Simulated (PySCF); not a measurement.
PySCF 2.14 output of an unrestricted M06 calculation on a single atom or ion in def2-TZVPPD with the def2 core potential (60 electrons) (7s5p4d2f, 56 functions), with scalar relativity through the core potential:

```
SCF conv_tol = 1e-09
number electrons alpha = 12  beta = 10
    Y. Zhao and D. G. Truhlar.,  Theor. Chem. Acc. 120, 215 (2008)
    Y. Zhao and D. G. Truhlar.,  Theor. Chem. Acc. 120, 215 (2008)
cycle= 1 E= -192.852769398579  delta_E= -0.00664  |g|= 0.00781  |ddm|= 0.418
cycle= 2 E= -192.852831261546  delta_E= -6.19e-05  |g|= 0.00129  |ddm|= 0.0386
cycle= 3 E= -192.852833618151  delta_E= -2.36e-06  |g|= 0.000561  |ddm|= 0.00992
cycle= 4 E= -192.852833769363  delta_E= -1.51e-07  |g|= 0.000216  |ddm|= 0.00148
cycle= 5 E= -192.852833793678  delta_E= -2.43e-08  |g|= 1.79e-05  |ddm|= 0.000768
cycle= 6 E= -192.852833794175  delta_E= -4.97e-10  |g|= 3.68e-06  |ddm|= 0.000158
converged SCF energy = -192.852833794175  <S^2> = 2.0006347  2S+1 = 3.0004231
```

The run itself started from symmetry-adapted Hartree-Fock orbitals and held the occupation by maximum overlap, on a logarithmic radial grid, so the iterations belong to that start.

Q: Which element, charge and spin multiplicity is this?

A: Pb (lead, neutral), multiplicity 3; the state was [Xe] 4f14 5d10 6s2 6p2, high-spin 3P determinant.

Energies and moments cover only the electrons outside the core potential. Spin-orbit coupling is strong in this species (close to jj coupling), so the high-spin LS determinant is a model state, not a physical level.
